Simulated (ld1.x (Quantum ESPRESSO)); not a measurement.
How hard is this Zn (Z = 30) TM potential?

```
Element                 : zinc (Zn)
Generator               : ld1.x (Quantum ESPRESSO) 7.5
Type                    : norm-conserving Troullier–Martins (Kleinman–Bylander form)
Functional              : BLYP
Relativity              : scalar-relativistic
Frozen core             : [Ne]
Valence charge          : 20
Reference configuration : 3s2 3p6 3d10 4s0 4p0 (charge +2)
Partial waves           : 3p (bound): rc 1.10 bohr; 3d (bound): rc 1.20 bohr; 3s (bound): rc 0.85 bohr
Local potential         : the s channel
Core correction         : a·sin(br)/r model core inside 0.65 bohr
```

The pseudo-atom Hamiltonian at the reference potential is diagonalised in spherical Bessel functions j_l(qr) that vanish at 20 bohr, with q² up to the cutoff. All-electron valence levels (Ry): 3p -7.6613, 4p -1.1761, 3d -2.2702, 3s -11.0216, 4s -1.7158.

How do the lowest levels (Ry) of each channel move with the cutoff, and are there ghosts?

```tsv
cutoff (Ry)	p #1	p #2	p #3	d #1	s #1	s #2	s #3	f #1	f #2	Σ f·Δε (mRy)
8	-2.8052	-0.7455	-0.3387	-0.6806	-8.8682	-1.4209	-0.5355	-0.2774	-0.1572	49340.9
25	-5.9458	-1.0368	-0.4247	-0.7846	-10.5169	-1.7030	-0.6133	-0.2776	-0.1574	26159.6
50	-7.4106	-1.1536	-0.4577	-1.0604	-10.7156	-1.7157	-0.6167	-0.2776	-0.1574	14215.3
100	-7.6602	-1.1819	-0.4658	-2.0230	-10.9979	-1.7417	-0.6230	-0.2776	-0.1574	2527.5
180	-7.6612	-1.1822	-0.4659	-2.2696	-11.0140	-1.7434	-0.6235	-0.2776	-0.1574	23.1
400	-7.6614	-1.1823	-0.4659	-2.2703	-11.0217	-1.7442	-0.6237	-0.2776	-0.1574	0.0
```

Result: no extra level below or beside the all-electron valence levels (p, d, s, f tested); 10 mRy is reached at 230 Ry and 1 mRy at over 300 Ry.

Its largest configuration-test error is +828 meV.
